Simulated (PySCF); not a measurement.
A mixed set of molecules.

All values: PBE0/def2-SVPD (PySCF) at GFN2-xTB geometries, gas phase, one conformer each. Core orbitals are frozen in the response; Δα² is half the sum of the squared differences of the principal polarisabilities.

(1) Rank by HOMO–LUMO gap, lowest first.
A. `C=C(C)C(=C)C(N)=O`
B. `O1[C@@H](C1)CF`
C. `CCOCO/C(F)=C/F`
D. `N#CC1CCOCC1`

(2) Rank by mean static polarisability, highest first.
A. `FC[C@@H]1CO1`
B. `CCOCO/C(F)=C/F`
C. `C=C(C)C(=C)C(N)=O`

Answers

(1) A (5.89 eV), C (7.08 eV), D (7.93 eV), B (9.16 eV).

(2) C (12.50 Å³), B (11.06 Å³), A (5.91 Å³).

All values together:

```csv
SMILES,formula,μ (D),HOMO (eV),LUMO (eV),α (Å³),Δα (Å³),electrons,α per electron (Å³)
CCOCO/C(F)=C/F,C5H8F2O2,2.77,-6.67,0.42,11.06,5.25,72,0.154
FC[C@@H]1CO1,C3H5FO,0.48,-8.33,0.83,5.91,1.30,40,0.148
N#CC1CCOCC1,C6H9NO,3.27,-7.66,0.26,10.93,1.54,60,0.182
C=C(C)C(=C)C(N)=O,C6H9NO,3.94,-7.15,-1.26,12.50,5.11,60,0.208
```

Conformers: `[CH3:1][CH2:2][O:3][CH2:4][O:5]/[C:6]([F:7])=[CH:8]/[F:9]` with C1–C2–O3–C4 172°, C2–O3–C4–O5 68°, O3–C4–O5–C6 172°, C4–O5–C6–F7 10°; `[F:1][CH2:2][C@@H:3]1[CH2:4][O:5]1` with F1–C2–C3–C4 -91°; `[N:1]#[C:2][CH:3]1[CH2:4][CH2:5][O:6][CH2:7][CH2:8]1` with C2–C3–C4–C5 -68°, C3–C4–C5–O6 -57°, C4–C5–O6–C7 61°, C5–O6–C7–C8 -61°; `[CH2:1]=[C:2]([CH3:3])[C:4](=[CH2:5])[C:6]([NH2:7])=[O:8]` with C1–C2–C4–C5 -145°, C2–C4–C6–N7 35°, C4–C6–N7–H 179° and -5°.
